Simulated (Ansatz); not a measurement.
Reaction (redistribution): `CO[SiH](N)Cl` + `N[Si](F)(F)[SiH3]` → `N[SiH](F)Cl` + `CO[Si](N)(F)[SiH3]`

Isolated molecules relaxed with PBE0-D4/def2-TZVP in Ansatz; ΔE leaves out vibrations. CCSD(T)/CBS is the MP2 limit (def2-TZVPP, def2-QZVPP) plus CCSD(T) − MP2 in def2-TZVPP, frozen cores. DFT in def2-TZVPP. B3LYP here is the variant with VWN-RPA as its local correlation; programs differ in this. One conformer a species, not always the lowest.

Task: Is it downhill or uphill in electronic energy at CCSD(T)/CBS, and by how much? (Estimate.)

Result: The calculation gave: Nearly level: ΔE = -0.01 eV.

Task: What do these levels give: PBE-D4, r2SCAN-D4, PBE0-D4, B3LYP-D4, ωB97M-V, PBE, PBE0, B3LYP, SCS-MP2/def2-TZVPP, CCSD/def2-TZVPP, HF/def2-QZVPP, HF/CBS(def2)? (Estimate.)

Result: The calculation gave: PBE-D4 -0.01, r2SCAN-D4 -0.01, PBE0-D4 -0.01, B3LYP-D4 -0.01, ωB97M-V -0.01, PBE -0.01, PBE0 -0.01, B3LYP -0.01, SCS-MP2/def2-TZVPP -0.01, CCSD/def2-TZVPP -0.01, HF/def2-QZVPP 0.00, HF/CBS(def2) 0.00 eV.

Largest T1 diagnostic among the species: 0.012.
